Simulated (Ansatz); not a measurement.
Ansatz (a program for electronic structure) input (B3LYP-D3(BJ)/def2-TZVP):

Ansatz 0.2 input:
```yaml
crystal:
  periodic: [false, false, false]
  atoms:
    - {symbol: Se, position_ang: [-0.00315936, -0.03663164, 0.68045266]}
    - {symbol: F, position_ang: [1.21687489, -0.73735322, -0.21081435]}
    - {symbol: F, position_ang: [0.03214899, 1.40125360, -0.15724705]}
    - {symbol: F, position_ang: [-1.22744583, -0.69349950, -0.23701336]}
basis:
  gaussian:
    orbitals: def2-TZVP
hamiltonian:
  xc: b3lyp
  dispersion: d3bj
total_charge: 1
relax: {f_tol: 0.002, max_steps: 150}
```

Output:

```
Functional definition: B3LYP
integrals: 0.05 GiB planned
877 factors; their error is unknown
mean field: 0.53 GiB planned
mean field evaluation 1: about -73478.8131 eV, gradient 1.0e2 eV
mean field evaluation 2: about -73416.2692 eV, gradient 2.3e2 eV
mean field evaluation 4: about -73494.1140 eV, gradient 5.5e0 eV
mean field evaluation 8: about -73494.1453 eV, gradient 2.1e-1 eV
mean field evaluation 16: about -73494.4887 eV, gradient 2.7e-4 eV
mean field -73494.48867237 eV, -2700.8726423561 hartree, gradient 1.0e-5 eV, S^2 0.000000; 0 other end points of the search recorded, 0 dependent functions left out
the calculation of the forces begins
reference -73494.48883572 eV, -2700.8726483589 hartree; 30, 30 occupied and 111, 111 virtual orbitals, 877 factors
relax step   1: F+E_penalty+E_count = -73494.58116311 eV  Δ(F+E_penalty+E_count) = +0.000e0 eV  max|allowed force component| = 9.463e-1 eV/Å  Δτ_max = 0.0000 Å  (29 SCF iters, accepted)
these checks for a lower state are left out or cut short: starts, cluster_reference, orbital_swaps, neighbouring_geometries, increment
integrals: 0.05 GiB planned
877 factors; their error is unknown
mean field: 0.53 GiB planned
mean field -73494.52662967 eV, -2700.8740372609 hartree, gradient 4.4e-6 eV, S^2 0.000000; 0 other end points of the search recorded, 0 dependent functions left out
the calculation of the forces begins
reference -73494.52679269 eV, -2700.8740432519 hartree; 30, 30 occupied and 111, 111 virtual orbitals, 877 factors
relax step   2: F+E_penalty+E_count = -73494.61877143 eV  Δ(F+E_penalty+E_count) = -3.761e-2 eV  max|allowed force component| = 2.003e-1 eV/Å  Δτ_max = 0.0334 Å  (31 SCF iters, accepted)
these checks for a lower state are left out or cut short: starts, cluster_reference, orbital_swaps, neighbouring_geometries, increment
integrals: 0.05 GiB planned
877 factors; their error is unknown
mean field: 0.52 GiB planned
mean field evaluation 32: about -73494.5279 eV, gradient 1.6e-5 eV
mean field -73494.52793378 eV, -2700.8740851861 hartree, gradient 1.6e-5 eV, S^2 0.000000; 0 other end points of the search recorded, 0 dependent functions left out
the calculation of the forces begins
reference -73494.52809672 eV, -2700.8740911740 hartree; 30, 30 occupied and 111, 111 virtual orbitals, 877 factors
relax step   3: F+E_penalty+E_count = -73494.62000259 eV  Δ(F+E_penalty+E_count) = -1.231e-3 eV  max|allowed force component| = 9.803e-3 eV/Å  Δτ_max = 0.0076 Å  (31 SCF iters, accepted)
these checks for a lower state are left out or cut short: starts, cluster_reference, orbital_swaps, neighbouring_geometries, increment
integrals: 0.05 GiB planned
877 factors; their error is unknown
mean field: 0.52 GiB planned
mean field -73494.52793433 eV, -2700.8740852062 hartree, gradient 1.7e-5 eV, S^2 0.000000; 0 other end points of the search recorded, 0 dependent functions left out
the calculation of the forces begins
reference -73494.52809726 eV, -2700.8740911941 hartree; 30, 30 occupied and 111, 111 virtual orbitals, 877 factors
relax step   4: F+E_penalty+E_count = -73494.62000414 eV  Δ(F+E_penalty+E_count) = -1.548e-6 eV  max|allowed force component| = 3.642e-3 eV/Å  Δτ_max = 0.0001 Å  (33 SCF iters, accepted)
these checks for a lower state are left out or cut short: starts, cluster_reference, orbital_swaps, neighbouring_geometries, increment
integrals: 0.05 GiB planned
877 factors; their error is unknown
mean field: 0.53 GiB planned
mean field -73494.52793373 eV, -2700.8740851842 hartree, gradient 1.7e-5 eV, S^2 0.000000; 0 other end points of the search recorded, 0 dependent functions left out
the calculation of the forces begins
reference -73494.52809666 eV, -2700.8740911720 hartree; 30, 30 occupied and 111, 111 virtual orbitals, 877 factors
relax step   5: F+E_penalty+E_count = -73494.62000446 eV  Δ(F+E_penalty+E_count) = -3.228e-7 eV  max|allowed force component| = 5.140e-5 eV/Å  Δτ_max = 0.0001 Å  (32 SCF iters, accepted)
integrals: 0.05 GiB planned
877 factors; their error is unknown
mean field: 0.53 GiB planned
mean field evaluation 64: about -73494.5279 eV, gradient 8.1e-2 eV
mean field -73494.52793373 eV, -2700.8740851842 hartree, gradient 1.7e-5 eV, S^2 0.000000; 1 other end points of the search recorded, 0 dependent functions left out
the calculation of the forces begins
reference -73494.52809666 eV, -2700.8740911720 hartree; 30, 30 occupied and 111, 111 virtual orbitals, 877 factors
Total energy: -73494.62016740 eV, -2700.8774747090 hartree
Atom 0 at    -0.002435    -0.035888     0.639370 Å, force     0.000008    -0.000037    -0.000001 eV/Å
Atom 1 at     1.245179    -0.754554    -0.197140 Å, force     0.000026     0.000018     0.000011 eV/Å
Atom 2 at     0.032429     1.433768    -0.142723 Å, force    -0.000022    -0.000032    -0.000015 eV/Å
Atom 3 at    -1.256754    -0.709557    -0.224129 Å, force    -0.000012     0.000051     0.000006 eV/Å
Dipole moment:    -0.005952    -0.016348     0.524772 e Å
```
